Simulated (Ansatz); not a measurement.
This geometry of C3H10AlN (15 atoms, charge 0, multiplicity 1) is a first-order saddle point.

Method: RHF/6-31G* (Ansatz 0.2.0).

```xyz
15
Properties=species:S:1:pos:R:3
C -2.021 -1.072 0.681
C -0.807 -1.299 -0.216
N 0.412 -0.724 0.325
Al 1.611 0.337 -0.505
C 1.535 2.299 -0.338
H -2.195 -0.012 0.828
H -2.915 -1.516 0.250
H -1.865 -1.523 1.658
H -1.004 -0.851 -1.188
H -0.695 -2.368 -0.400
H 0.629 -1.119 1.219
H 2.772 -0.305 -1.386
H 0.607 2.692 -0.751
H 1.558 2.615 0.704
H 2.356 2.795 -0.851
```

Which two structures does it join? (They come from a converged band through this point; their orientation in space is the band's.)

No bond is made or broken. The dihedral C2–N3–Al4–C5 goes from 0 to 180°.

Initial state:

```xyz
15
Properties=species:S:1:pos:R:3
C -1.930 -1.124 0.705
C -0.827 -0.992 -0.343
N 0.501 -0.899 0.235
Al 1.696 0.417 0.206
C 1.356 2.124 -0.720
H -1.935 -0.263 1.367
H -2.908 -1.203 0.236
H -1.781 -2.011 1.314
H -1.007 -0.103 -0.939
H -0.886 -1.835 -1.030
H 0.741 -1.735 0.731
H 3.052 0.127 0.980
H 0.415 2.147 -1.263
H 1.342 2.953 -0.014
H 2.149 2.345 -1.435
```

Final state:

```xyz
15
Properties=species:S:1:pos:R:3
C -2.098 -1.331 0.535
C -0.706 -1.479 -0.074
N 0.178 -0.374 0.248
Al 0.933 0.822 -0.828
C 2.097 2.226 -0.076
H -2.580 -0.428 0.174
H -2.728 -2.181 0.283
H -2.043 -1.269 1.619
H -0.794 -1.544 -1.154
H -0.272 -2.423 0.253
H 0.351 -0.320 1.233
H 0.627 0.698 -2.381
H 2.180 2.174 1.007
H 3.105 2.161 -0.483
H 1.728 3.220 -0.327
```

How far does it lie above each of them?

11.2 kcal/mol above the first and 11.3 kcal/mol above the second. This is the barrier of this one path; another mechanism may lie lower.

Time of the run: 9.3 min on 1 thread of Intel(R) Xeon(R) Processor @ 2.50GHz (Skylake/Cascade Lake), with other jobs on the host, peak memory 0.21 GiB.
